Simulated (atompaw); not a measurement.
**How hard is this zirconium (Zr) PAW (atompaw) potential?**

* Element: Zr
* Generator: atompaw 4.2.0.5
* Type: PAW
* Functional: PBEsol
* Relativity: non-relativistic
* Frozen core: [Ar] 3d10
* Valence charge: 12
* Reference configuration: 4s2 4p6 4d2 5s2 5p0
* Partial waves: 4s (bound): rc 1.45 bohr; 5s (bound): rc 2.90 bohr; 4p (bound): rc 2.00 bohr; 5p (bound, empty): rc 2.90 bohr; 4d (bound): rc 2.90 bohr; 4d channel at 2.75 Ry: rc 2.90 bohr; 4f channel at 0.5 Ry: rc 2.40 bohr; 4f channel at 1.2 Ry: rc 2.40 bohr
* Local potential: vpsmatchnc scheme with l = 4 at 1 Ry, radius 2.50 bohr
* Core correction: smooth core density matched at 1.50 bohr
* Augmentation charge: sinc compensation charge, radius 2.55 bohr; PAW radius 2.90 bohr; waves and projectors: custom polynom vanderbiltortho

The pseudo-atom Hamiltonian at the reference potential is diagonalised in spherical Bessel functions j_l(qr) that vanish at 20 bohr, with q² up to the cutoff. All-electron valence levels (Ry): 4s -3.8344, 5s -0.3159, 4p -2.3675, 5p -0.1095, 4d -0.2921.

Q: How do the lowest levels (Ry) of each channel move with the cutoff, and are there ghosts?

A:

| cutoff (Ry) | s #1 | s #2 | s #3 | p #1 | p #2 | p #3 | d #1 | d #2 | f #1 | f #2 | Σ f·Δε (mRy) |
| --- | --- | --- | --- | --- | --- | --- | --- | --- | --- | --- | --- |
| 8 | -3.8046 | -0.3158 | 0.0042 | -1.6859 | -0.1092 | 0.0441 | -0.2802 | 0.0493 | 0.1013 | 0.2152 | 4173.1 |
| 10 | -3.8112 | -0.3159 | 0.0042 | -2.1675 | -0.1094 | 0.0440 | -0.2908 | 0.0492 | 0.1013 | 0.2152 | 1248.9 |
| 12 | -3.8115 | -0.3159 | 0.0042 | -2.3159 | -0.1094 | 0.0440 | -0.2913 | 0.0492 | 0.1013 | 0.2152 | 357.2 |
| 18 | -3.8226 | -0.3159 | 0.0042 | -2.3662 | -0.1095 | 0.0440 | -0.2920 | 0.0491 | 0.1013 | 0.2152 | 31.4 |
| 21 | -3.8278 | -0.3159 | 0.0042 | -2.3665 | -0.1095 | 0.0440 | -0.2921 | 0.0491 | 0.1013 | 0.2152 | 19.4 |
| 25 | -3.8313 | -0.3160 | 0.0042 | -2.3667 | -0.1095 | 0.0440 | -0.2921 | 0.0491 | 0.1013 | 0.2152 | 10.7 |
| 30 | -3.8336 | -0.3160 | 0.0042 | -2.3672 | -0.1095 | 0.0440 | -0.2921 | 0.0491 | 0.1013 | 0.2152 | 3.1 |
| 35 | -3.8340 | -0.3160 | 0.0042 | -2.3674 | -0.1095 | 0.0440 | -0.2921 | 0.0491 | 0.1013 | 0.2152 | 1.1 |
| 45 | -3.8341 | -0.3160 | 0.0042 | -2.3674 | -0.1095 | 0.0440 | -0.2921 | 0.0491 | 0.1013 | 0.2152 | 0.8 |
| 50 | -3.8342 | -0.3160 | 0.0042 | -2.3675 | -0.1095 | 0.0440 | -0.2921 | 0.0491 | 0.1013 | 0.2152 | 0.4 |
| 55 | -3.8343 | -0.3160 | 0.0042 | -2.3675 | -0.1095 | 0.0440 | -0.2921 | 0.0491 | 0.1013 | 0.2152 | 0.2 |
| 400 | -3.8344 | -0.3160 | 0.0042 | -2.3675 | -0.1095 | 0.0440 | -0.2921 | 0.0491 | 0.1013 | 0.2152 | 0.0 |

Result: no extra level below or beside the all-electron valence levels (s, p, d, f tested); 10 mRy is reached at 30 Ry and 1 mRy at 45 Ry.
